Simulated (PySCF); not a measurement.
**Worked example: the barrier**

An elementary step of BH$_{4}$ClO$_{2}$, singlet (BH₃O₂ ([OH][BH][OH]) + HCl → BH₂ClO₂ ([OH][B]([OH])[Cl]) + H₂; bonds formed: B1–Cl6, H2–H5; bonds broken: B1–H2, H5–Cl6). “Start” is the structure reached by relaxing down from the saddle towards the reactants; PBE0-D4/def2-TZVP structures. The saddle:

```xyz
8
angstrom
B -0.0632 -0.1956 -0.1330
H 1.2133 -0.6544 -0.1022
O -0.3467 0.6473 -1.1612
O -0.8382 -1.2371 0.2443
H 1.1726 -0.0493 0.6373
Cl 0.5044 1.0993 1.6084
H 0.1245 1.4826 -1.1359
H -1.7668 -1.0929 0.0423
```

Computed with PySCF 2.14 with density fitting (its default auxiliary sets; JK sets also for MP2 and CCSD(T)) (basis: def2-TZVPP and def2-QZVPP); correlated methods freeze the cores.

Energies in eV:

| quantity | saddle | start |
| --- | --- | --- |
| Hartree–Fock, triple zeta (X = 3) | -17316.43999 | -17318.53783 |
| Hartree–Fock, quadruple zeta (X = 4) | -17317.02451 | -17319.12597 |
| MP2 correlation, X = 3 | -22.10221 | -21.50636 |
| MP2 correlation, X = 4 | -23.98809 | -23.34954 |
| CCSD(T) correlation, X = 3 | -23.74435 | -23.23735 |

Work out the barrier at the basis limit: extrapolate Hartree–Fock as E(X) = E∞ + A exp(−7.88 √X) and the MP2 correlation as E(X) = E∞ + B X^−2.97 (the exponents that Neese and Valeev fitted for def2-TZVPP and QZVPP), then add CCSD(T) − MP2 in triple zeta.

Each step is linear, so take the differences first (saddle − start): Hartree–Fock 2.09784 (X = 3) and 2.10146 (X = 4); MP2 correlation -0.59585 and -0.63855; CCSD(T) correlation -0.50700.
Two points give E∞ = E(4) + w [E(4) − E(3)], with w = 1/(exp(7.88 (2 − √3)) − 1) = 0.1377 for Hartree–Fock and w = 1/((4/3)^2.97 − 1) = 0.7407 for the correlation.
Hartree–Fock: 2.10146 + 0.1377 × 0.00362 = 2.1020 eV.
MP2 correlation: -0.63855 + 0.7407 × (-0.04270) = -0.6702 eV.
CCSD(T) − MP2: -0.50700 − (-0.59585) = 0.0888 eV.
Sum: 2.1020 + (-0.6702) + 0.0888 = 1.5206 eV, or 35.07 kcal/mol. Plain CCSD(T) in triple zeta gives 1.5908 eV, so the larger basis shifts the result by -0.0702 eV.

The T1 diagnostic stays at or below 0.013.

Labels in which every atom is bracketed show which atoms are joined, not bond orders.

For scale, one of the runs: CCSD(T)/def2-TZVPP, 191 basis functions, launched by `OMP_NUM_THREADS=4 python run.py`. Time: 6 min of wall clock on 4 CPU threads of an Arm Neoverse V2; the host was shared. Peak host memory: 2.4 GiB.
